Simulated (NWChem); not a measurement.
H$_{2}$SeS; SMILES S[SeH]

Computed with NWChem. Pople sets run with spherical d functions. Geometry: optimised at PBE0/def2-SVP. Ions are spin-unrestricted doublets at the neutral geometry; other ion states weren't tried. Functional: LC-ωPBE (HJS hole) with 6-31G*; rows give the range parameter ω in 1/bohr.

**Question.** At which range parameter does −ε(HOMO) equal the ΔSCF ionisation energy (optimal tuning)?

**Answer.** about 0.48 per bohr, by linear interpolation in these runs:
| range parameter (1/bohr) | vertical ionisation energy, ΔSCF (eV) | −ε(HOMO) (eV) | ΔSCF minus −ε(HOMO) (eV) |
|---|---|---|---|
| 0.05 | 9.48 | 6.71 | 2.77 |
| 0.20 | 9.58 | 8.58 | 1.00 |
| 0.30 | 10.07 | 9.38 | 0.69 |
| 0.40 | 10.13 | 9.91 | 0.22 |
| 0.60 | 10.19 | 10.49 | -0.30 |
